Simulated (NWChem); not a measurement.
**What each level costs for dimethyl selenide (C2H6Se)**

```xyz
9

C     -1.4564     0.0000     0.8124
Se     0.0000     0.0000    -0.4703
C      1.4564     0.0000     0.8124
H     -1.4246     0.9007     1.4415
H     -2.3925     0.0000     0.2375
H     -1.4246    -0.9007     1.4415
H      1.4246     0.9007     1.4415
H      2.3925     0.0000     0.2375
H      1.4246    -0.9007     1.4415
```
Charge 0, spin multiplicity 1.

The numbers come from NWChem runs, not from measurements. All single points use one geometry, from PBE0/def2-SVP, a minimum by its harmonic frequencies.

Basis set: 6-31G* (72 functions). Each entry is one whole single-point run; the coupled-cluster runs use the TCE module, and the SCF and DFT modules converge to different thresholds.

The Hamiltonian is non-relativistic. The correlated methods keep 11 core orbitals frozen. B3LYP has NWChem's definition, with VWN1-RPA local correlation. The Pople sets run with spherical d functions.

### Question
Roughly how much processor time does each of these take, relative to RHF: MP2, B2PLYP, PBE, B3LYP, M06-2X, CR-CCSD(T)?

### Answer
PBE about the same, within a factor of 3; B3LYP about the same, within a factor of 3; M06-2X about the same, within a factor of 3; B2PLYP about the same, within a factor of 3; MP2 about 3; CR-CCSD(T) about 20 (rough ratios from shared machines).
